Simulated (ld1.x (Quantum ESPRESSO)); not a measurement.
Reading a pseudo-wave (Eu (Z = 63))

Columns: radius, all-electron u(r) and pseudo u(r) of the 5p shell (level -26.73 eV) of europium in the configuration [Kr] 4d10 4f6 5s2 5p6 5d1 6s2 6p0; LDA (PZ), scalar-relativistic, RRKJ scheme, ld1.x (Quantum ESPRESSO) 7.5.

```tsv
r (bohr)	all-electron	pseudo
0.152	-0.2807	-0.0184
0.305	0.0924	-0.0748
0.458	0.4731	-0.1701
0.610	0.2809	-0.3002
0.762	-0.1263	-0.4550
0.915	-0.4984	-0.6164
1.068	-0.7496	-0.7589
1.220	-0.8801	-0.8589
1.372	-0.9189	-0.9037
1.525	-0.8956	-0.8924
1.678	-0.8348	-0.8366
1.830	-0.7551	-0.7562
1.982	-0.6685	-0.6685
2.135	-0.5818	-0.5818
2.288	-0.5002	-0.5002
2.440	-0.4265	-0.4265
2.592	-0.3610	-0.3610
2.745	-0.3034	-0.3034
2.898	-0.2538	-0.2538
3.050	-0.2118	-0.2118
3.202	-0.1761	-0.1761
3.355	-0.1459	-0.1459
3.508	-0.1206	-0.1206
3.660	-0.0996	-0.0996
3.812	-0.0821	-0.0821
3.965	-0.0675	-0.0675
```

Problem. How many radial nodes do the two functions have?

Solution. The all-electron 5p function has n − l − 1 = 3 (the table is too coarse to show those close to the nucleus); the pseudo-wave has 0, since the states of the same l below it are removed with the core.

Problem. At about which radius was the pseudo-wave matched?

Solution. 2.05 bohr, where the columns begin to agree (steps of 0.15 bohr).

Problem. Where does each function peak?

Solution. Outermost all-electron maximum near 1.37 bohr, pseudo maximum near 1.37 bohr (to the table’s step).

Problem. Is the pseudo-wave norm-conserving?

Solution. Yes: the RRKJ scheme keeps the norm inside the radius equal to the all-electron one, which fixes the energy derivative of the logarithmic derivative at the level.
